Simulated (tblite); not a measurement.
C₅H₃N₂O (doublet state).
SMILES with atom numbers: `[CH:1]#[C:2][C@@H:3]([C:4]#[N:5])[C:6]([NH:7])=[O:8]` (hydrogens: H9 on C1; H10 on C3; H11 on N7)
Bond orders are those of one Lewis drawing.

Computed with GFN2-xTB (tblite), gas phase: L-BFGS steps from a force-field or distance-geometry start until the largest atomic force falls under 0.01 eV/Å.

Step 0: E = -596.7894 eV
```
atom  x, y, z in Å  |  force x, y, z in eV/Å
C1      2.2647   -0.6955    0.9343   -1.382   0.658  -0.507
C2      1.2281   -0.1481    0.5993    0.957  -0.392   0.127
C3     -0.0262    0.5110    0.2137    1.037   0.933  -0.232
C4      0.1828    1.6031   -0.7841    0.320  -0.260   0.387
N5      0.4001    2.4880   -1.4836   -0.306  -0.890   0.599
C6     -1.0374   -0.5071   -0.3538   -0.729   0.366   1.042
N7     -2.1524   -0.5706    0.3647    0.891  -0.720  -1.563
O8     -0.8056   -1.1787   -1.3466   -0.158  -0.097  -0.034
H9      3.1597   -1.1928    1.2152   -0.390   0.240  -0.101
H10    -0.4603    0.9751    1.1194   -0.089  -0.186  -0.263
H11    -2.7479   -1.2817   -0.0855   -0.151   0.347   0.544
```

Step 1: E = -596.8480 eV
```
atom  x, y, z in Å  |  force x, y, z in eV/Å
C1      2.2449   -0.6860    0.9271    2.526  -1.411   0.757
C2      1.2417   -0.1537    0.6011   -2.636   1.555  -1.036
C3     -0.0114    0.5244    0.2104    0.653   0.239   0.021
C4      0.1873    1.5994   -0.7785    0.145  -1.033   0.976
N5      0.3957    2.4753   -1.4750   -0.040   0.215  -0.282
C6     -1.0478   -0.5018   -0.3389    0.779   0.163  -0.307
N7     -2.1397   -0.5809    0.3424   -0.002  -0.326  -0.398
O8     -0.8079   -1.1801   -1.3470   -0.259   0.246   0.479
H9      3.1542   -1.1894    1.2138   -0.824   0.466  -0.237
H10    -0.4616    0.9724    1.1157    0.003  -0.120  -0.216
H11    -2.7501   -1.2767   -0.0778   -0.345   0.006   0.243
```

Problem. Estimate the geometry and energy of step 2. (The exact step hangs on the optimiser's Hessian estimate; all steps are aligned on step 1, rigid shifts and turns removed.)

Solution. E = -596.8953 eV, largest force 2.068 eV/Å
```
atom  x, y, z in Å  |  force x, y, z in eV/Å
C1      2.2547   -0.6927    0.9290   -1.200   0.605  -0.450
C2      1.2262   -0.1427    0.5923    1.058  -0.390   0.191
C3      0.0065    0.5370    0.2081   -0.322  -0.255   0.365
C4      0.1923    1.5863   -0.7646    0.423   0.454  -0.271
N5      0.3919    2.4676   -1.4712   -0.215  -0.568   0.341
C6     -1.0481   -0.4962   -0.3305    1.668  -0.027  -1.222
N7     -2.1299   -0.5921    0.3213   -0.729   0.189   0.779
O8     -0.8122   -1.1787   -1.3427   -0.109   0.313   0.461
H9      3.1417   -1.1822    1.2103   -0.082   0.036  -0.006
H10    -0.4625    0.9692    1.1107    0.017  -0.031  -0.129
H11    -2.7551   -1.2728   -0.0694   -0.510  -0.325  -0.058
```

The energy changes by -0.0472 eV. The first-order estimate −F·Δx gives -0.1760 eV and the mean of the old and new forces, exact on a quadratic surface, -0.0476 eV. The step makes an angle of 47° with the force vector and moves no atom by more than 0.026 Å.

The cost below is that of the whole relaxation. On one thread, Arm Neoverse V2 (aarch64), no GPU, shared host with 96 logical CPUs at a one-minute load of 37, this took 0.14 s wall.
